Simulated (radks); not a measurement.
Spherical quantum dot in the effective-mass picture: electrons in a hard-walled sphere of radius 2.01, all in effective atomic units (hartree* = m*/eps^2 hartree, bohr* = eps/m* bohr), one dielectric constant everywhere. Method: non-relativistic Kohn-Sham, LDA (Slater exchange, Perdew-Wang correlation), spin-polarised, spherical densities; computed with a radial shooting solver with Libxc functionals. Levels are named by radial order and angular momentum (1s, 1p, 1d, 2s, ...), and open shells are averaged over m. Each electron was tried in the lowest free levels, single moves between levels near the top were tried too, and the lowest total energy was kept; such a search can miss a lower state. At N = 1 the Hartree and exchange-correlation terms need not cancel, so that row can carry a self-interaction error.

| N | open shells | 2S | E (hartree*) | addition energy mu(N+1) - mu(N) (hartree*) | e(HOMO) (hartree*) | rms radius (bohr*) |
|---|---|---|---|---|---|---|
| 1 | 1s(up 1, down 0) | 1 | 1.25457 | 0.8131 | 1.5649 | 1.075 |
| 2 | none | 0 | 3.32225 | 1.813 | 2.3872 | 1.102 |
| 3 | 1p(up 1, down 0) | 1 | 7.20259 | 0.6341 | 4.1929 | 1.167 |
| 4 | 1p(up 2, down 0) | 2 | 11.7171 | 0.6516 | 4.8386 | 1.202 |
| 5 | 1p(up 3, down 0) | 3 | 16.8831 | 0.8427 | 5.4945 | 1.226 |
| 6 | 1p(up 3, down 1) | 2 | 22.8919 | 0.6242 | 6.3173 | 1.245 |
| 7 | 1p(up 3, down 2) | 1 | 29.5249 | 0.6387 | 6.9509 | 1.260 |
| 8 | none | 0 | 36.7965 | 2.047 | 7.5935 | 1.272 |
| 9 | 1d(up 1, down 0) | 1 | 46.1153 | 0.6155 | 9.6257 | 1.291 |
| 10 | 1d(up 2, down 0) | 2 | 56.0496 | 0.6192 | 10.243 | 1.306 |
| 11 | 1d(up 3, down 0) | 3 | 66.6030 | 0.6214 | 10.864 | 1.319 |
| 12 | 1d(up 4, down 0) | 4 | 77.7779 | 0.6228 | 11.486 | 1.330 |
| 13 | 1d(up 5, down 0) | 5 | 89.5755 | 0.7985 | 12.109 | 1.340 |
| 14 | 1d(up 5, down 1) | 4 | 102.172 | 0.6074 | 12.899 | 1.349 |
| 15 | 1d(up 5, down 2) | 3 | 115.375 | 0.6110 | 13.509 | 1.357 |
| 16 | 1d(up 5, down 3) | 2 | 129.189 | 0.6132 | 14.121 | 1.364 |
| 17 | 1d(up 5, down 4) | 1 | 143.617 | 0.6146 | 14.735 | 1.371 |
| 18 | none | 0 | 158.659 | 2.291 | 15.350 | 1.377 |
| 19 | 1f(up 1, down 0) | 1 | 175.993 | 0.5995 | 17.633 | 1.385 |
| 20 | 1f(up 2, down 0) | 2 | 193.926 | 0.6005 | 18.233 | 1.392 |
| 21 | 1f(up 3, down 0) | 3 | 212.460 | 0.6013 | 18.834 | 1.399 |
| 22 | 1f(up 4, down 0) | 4 | 231.595 | 0.6018 | 19.436 | 1.405 |
| 23 | 1f(up 5, down 0) | 5 | 251.331 | 0.6021 | 20.038 | 1.411 |
| 24 | 1f(up 6, down 0) | 6 | 271.670 | 0.6024 | 20.640 | 1.416 |
| 25 | 1f(up 7, down 0) | 7 | 292.611 | 0.7678 | 21.242 | 1.421 |
| 26 | 1f(up 7, down 1) | 6 | 314.320 | 0.5939 | 22.006 | 1.426 |
| 27 | 1f(up 7, down 2) | 5 | 336.623 | 0.5949 | 22.600 | 1.430 |
| 28 | 1f(up 7, down 3) | 4 | 359.521 | 0.5957 | 23.196 | 1.435 |
| 29 | 1f(up 7, down 4) | 3 | 383.014 | 0.5963 | 23.792 | 1.439 |
| 30 | 1f(up 7, down 5) | 2 | 407.104 | 0.5968 | 24.388 | 1.443 |
| 31 | 1f(up 7, down 6) | 1 | 431.791 | 0.5971 | 24.985 | 1.446 |
| 32 | none | 0 | 457.074 | 1.065 | 25.582 | 1.450 |
| 33 | 2s(up 1, down 0) | 1 | 483.423 | 0.9286 | 26.741 | 1.444 |
| 34 | none | 0 | 510.700 | 1.805 | 27.670 | 1.439 |
| 35 | 1g(up 1, down 0) | 1 | 539.782 | 0.5867 | 29.375 | 1.444 |
| 36 | 1g(up 2, down 0) | 2 | 569.451 | - | 29.962 | 1.448 |

All shells are closed at N = 2, 8, 18, 32, 34 (there: 1s2 1p6 1d10 2s2 1f14); the second difference of the energy has clear peaks (12 % above both neighbours; the first and last values, which can be the largest, are not judged, and half-filled shells can peak too) at N = 2, 5, 8, 13, 18, 25, 32, 34.
